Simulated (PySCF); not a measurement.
# Electron correlation in Al³⁺ (aluminium, charge +3)

[Ne], closed-shell 1S. Calculation: PySCF 2.14, in x2c-TZVPPall (5s5p3d1f, 42 functions); the spin-free X2C one-electron Hamiltonian (Gaussian nucleus). Frozen: 1s2; 8 electrons correlated.

MP2 pair energies summed by pair of shells (mhartree):

```
 pair   energy  share (%)
2p-2p  -101.46       74.4
2s-2p   -30.73       22.5
2s-2s    -4.26        3.1
```

Total MP2 correlation energy: -136.45 mhartree.

Same-spin part -37.61 and opposite-spin part -98.85 mhartree; SCS-MP2 scales them by 1/3 and 6/5 to -131.15 mhartree.

This basis was not built for core-valence correlation, so the inner-shell part is incomplete.
